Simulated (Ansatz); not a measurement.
Gas-phase electronic energies from Ansatz, PBE0-D4/def2-TZVP geometries. CCSD(T)/CBS is the MP2 limit (def2-TZVPP, def2-QZVPP) plus CCSD(T) − MP2 in def2-TZVPP, frozen cores. This one scheme is used for every species. DFT in def2-TZVPP. B3LYP here is the variant with VWN-RPA as its local correlation; programs differ in this. def2 core potentials past Kr. For Sn outer-core shells are correlated without core-valence functions, which leaves a few kJ/mol of doubt a bond. One conformer a species, not always the lowest.

Reaction (ligand exchange at the Si–N bond): `N[SiH2][SnH3]` + HCl → `Cl[SiH2][SnH3]` + NH₃

```csv
level,ΔE (kcal/mol),difference from CCSD(T)/CBS
LDA (SPW92),-11.2,1.5
PBE0-D4,-13.2,-0.5
BLYP,-12.7,0.0
B3LYP,-12.6,0.1
r2SCANh,-13.2,-0.5
LC-ωPBE,-12.1,0.6
MP2/def2-SVP,-11.6,1.1
HF/def2-TZVPP,-12.8,-0.1
MP2/def2-TZVPP,-12.4,0.3
HF/def2-QZVPP,-12.8,-0.1
CCSD(T)/CBS,-12.7,0
```

What do rigid-rotor, harmonic-oscillator terms from PBE0-D4/def2-TZVP frequencies (298.15 K, 1 bar) make of the CCSD(T)/CBS value? (An estimate is asked.)

The calculation gave: ΔZPE = +2.2 kcal/mol, ΔH = -10.7 kcal/mol, ΔS = 2 J/(mol·K), ΔG = -10.8 kcal/mol.

Largest T1 diagnostic among the species: 0.012.

Leaving LDA and LC-ωPBE aside and taking each functional with its dispersion term where it has one, the values, not all of them listed here, spread over 1.7 kcal/mol, from HSE06-D4 to CAM-B3LYP-D4. LDA lies +2.1 kcal/mol from PBE without D4. At CCSD(T), def2-SVP lies +1.2 kcal/mol from the extrapolated value and def2-TZVPP +0.9 kcal/mol.
